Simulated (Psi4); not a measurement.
A dimer, H4GeO4 ··· H2 (SMILES [OH][Ge]([OH])([OH])[OH] and [H][H]); the first 9 atoms form monomer A.

```
11

O      0.5211     1.3822    -0.9668
Ge     0.0013    -0.0012    -0.0004
O     -1.1974     0.3295     1.2532
O     -0.7611    -1.1293    -1.1246
O      1.4425    -0.5861     0.8355
H     -0.0437     1.5194    -1.7356
H     -0.7879     0.5697     2.0919
H     -1.4226    -1.6803    -0.6912
H      2.2477    -0.4039     0.3380
H     -0.3489    -2.6337     1.7827
H     -0.6763    -3.2444     2.0531
```

Q: What interaction energy does SAPT0/jun-cc-pVDZ, frozen core in Psi4 1.11 give, and which attractive term is the largest?

A: Total 0.03 kcal/mol: electrostatics -0.24, exchange 1.01, induction -0.13, dispersion -0.61. The most attractive term is dispersion.
